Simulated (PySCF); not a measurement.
The numbers are results of PBE-D3(BJ)/def2-TZVP // PBE0-D3(BJ)/def2-TZVP (PySCF), not measurements. Gas-phase values, no solvent. One relaxed conformer stands for a flexible species; it need not be the lowest. Excitations are Tamm–Dancoff values on a coarser integration grid. The basis has no diffuse functions, so Rydberg states are missing or too high.

Reference species (SMILES): `C=[SiH]C(C)=O` (C–Si–C–O torsion 0°) (neutral, multiplicity 1).

```yaml
T1 excitation (TDA): 2.11 eV
HOMO–LUMO gap: 2.63 eV
S1 oscillator strength: 0.001
S1–T1 gap (TDA): 0.76 eV
```

Changed species: `C=[SiH]C(=O)O` (C–Si–C–O torsion 180°, Si–C–O–H torsion 180°) (X = carboxy; the reference has X = acetyl).

### Question
What does the change do to the T1 excitation (TDA), HOMO–LUMO gap, S1 oscillator strength and S1–T1 gap (TDA)?

### Answer
the T1 excitation (TDA) goes up by 0.24 eV, to 2.35 eV; the HOMO–LUMO gap goes up by 0.44 eV, to 3.07 eV; the S1 oscillator strength stays essentially unchanged; the S1–T1 gap (TDA) rises by 0.83 eV, to 1.59 eV.
